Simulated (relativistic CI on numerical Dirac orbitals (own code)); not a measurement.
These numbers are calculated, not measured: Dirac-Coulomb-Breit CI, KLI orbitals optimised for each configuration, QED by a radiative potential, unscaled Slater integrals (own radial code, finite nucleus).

CI space (outside the closed core 1s2): 2s, 2p, 3s, 3p, 3d, 4s, 4p, 4d, 4f, 5s, 5p, 5d, 5f, 5g, 6s, 6p, 6d. Levels of other configurations are missing.

At this charge energies of transitions that change n are usually good to better than 1 %, and those within a shell (Δn = 0) to a few per cent.

Outline of the computed level scheme of Pd XLIV. Lowest level of each configuration: 2s 2S_1/2 at 0.00 eV; 2p 2P°_1/2 at 96.86 eV; 3s 2S_1/2 at 3898.93 eV; 3p 2P°_1/2 at 3925.73 eV; 3d 2D_3/2 at 3990.06 eV; 4s 2S_1/2 at 5244.70 eV; 4p 2P°_1/2 at 5255.70 eV; 4d 2D_3/2 at 5282.73 eV; 4f 2F°_5/2 at 5290.15 eV.

Some strong electric-dipole decays among the lowest 15 levels: 3d 2D_5/2 → 2p 2P°_3/2 (2.4e+14 s⁻¹); 3d 2D_3/2 → 2p 2P°_1/2 (2.1e+14 s⁻¹); 3p 2P°_1/2 → 2s 2S_1/2 (9.0e+13 s⁻¹); 3p 2P°_3/2 → 2s 2S_1/2 (8.0e+13 s⁻¹); 4d 2D_5/2 → 2p 2P°_3/2 (7.9e+13 s⁻¹); 4d 2D_3/2 → 2p 2P°_1/2 (7.0e+13 s⁻¹); 4f 2F°_7/2 → 3d 2D_5/2 (5.2e+13 s⁻¹); 4f 2F°_5/2 → 3d 2D_3/2 (4.9e+13 s⁻¹).
